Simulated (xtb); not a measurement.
CH₃NO₂Si, SMILES N#CO[SiH2]O. All values are semi-empirical tight-binding results from xtb (GFN2-xTB unless named), good for trends rather than for accurate numbers. Geometry: GFN2-xTB. The structure was generated by enumeration, and PubChem lists no compound with its InChIKey, so it may never have been made. One conformer was computed; it need not be the lowest.

Optimised geometry:

Bonded distances (Å): N1–C2 1.145, C2–O3 1.252, O3–Si4 1.658, Si4–O5 1.611, Si4–H6 1.444, Si4–H7 1.456, O5–H8 0.954. Angles (°): N1–C2–O3 179.0, C2–O3–Si4 138.8, O3–Si4–O5 111.7, O3–Si4–H6 100.2, O3–Si4–H7 107.1, O5–Si4–H6 104.7, O5–Si4–H7 112.4, H6–Si4–H7 120.2, Si4–O5–H8 126.7.

- orbital gap = 6.04 eV
- dipole moment = 4.16 D
- zero-point energy = 26.8 kcal/mol
- G − E(el) at 298.15 K (modified RRHO) = 7.6 kcal/mol
- static polarisability (D4 model) = 55.2 bohr³
- solvation energy, GFN2-xTB/ALPB(water) = -9.8 kcal/mol
- solvation energy, GFN2-xTB/ALPB(methanol) = -8.6 kcal/mol

Question: Give the atomic charges and the Wiberg bond orders between heavy atoms. (Estimate from the structure and the level; the computed values follow.)

Answer: charges (e) N1 -0.32, C2 0.26, O3 -0.29, Si4 0.57, O5 -0.45, H6 -0.04, H7 -0.06, H8 0.32. Bond orders N1–C2 2.65, C2–O3 1.26, O3–Si4 0.90, Si4–O5 1.24.
